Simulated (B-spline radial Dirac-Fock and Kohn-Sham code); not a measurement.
Binding energies of Os⁵¹⁺

System: Os⁵¹⁺, [Ar] 3d7; nuclear rms radius 5.4126 fm (A = 192).

Input of the calculation (task.json; shells as n, l, electrons):

```json
{"items": [{
  "Z": 76,
  "q": 51,
  "cfg": [[1, 0, 2], [2, 0, 2], [2, 1, 6], [3, 0, 2], [3, 1, 6], [3, 2, 7]],
  "A": 192,
  "rrms": 5.4126,
  "do": ["binding"]
}]}
```

Launch: `python xray_run.py task.json out`

Model: multi-electron Dirac-Fock with separately optimised hole states, Breit and Lamb-shift corrections added in first order. Program: a B-spline atomic structure program. Electron correlation is not included. Energies are counted from the vacuum level.

All terms are in eV, carry their sign (relaxation lowers the binding energy) and add up to the binding energy; ⟨r⟩ is the mean radius of the orbital in the initial state.

```
subshell  −ε (Koopmans)  relaxation    Breit      QED  binding energy  ⟨r⟩ (bohr)
      1s        77417.5      -47.06  -250.53  -131.70         76988.2       0.018
      2s        16074.7      -15.56   -29.16   -19.74         16010.3       0.074
   2p1/2        15508.7      -19.22   -47.32    -0.23         15442.0       0.061
   2p3/2        13961.6      -16.57   -28.45    -2.10         13914.5       0.069
      3s         5837.4       -2.26    -6.43    -4.95          5823.7       0.187
   3p1/2         5594.4       -2.77   -10.43    -0.24          5581.0       0.177
   3p3/2         5224.4       -2.26    -6.11    -0.63          5215.4       0.190
      3d         4817.2       -3.19    -3.87     0.16          4810.3       0.168
```

For the deepest level, K (1s), the Breit terms make up -0.325 % of the binding energy, QED -0.171 % and orbital relaxation -0.061 %.

Spin-orbit splittings: 2p 1527.5 eV, 3p 365.6 eV.

Going to the tabulated ground configuration of the next ion removes an electron from M4,5 (3d), computed at 4810.3 eV. NIST lists 4779 ± 4 eV as the ionisation energy of this species (theoretical), -31.33 eV from the computed value. Where a p, d or f shell is open in either ion the computed value averages over both j values and all terms, while the table refers to the lowest levels; that difference holds spin-orbit splitting (largest in heavy or highly charged ions), term energies where several electrons share open shells, and correlation, and it can reach 10 % or more.
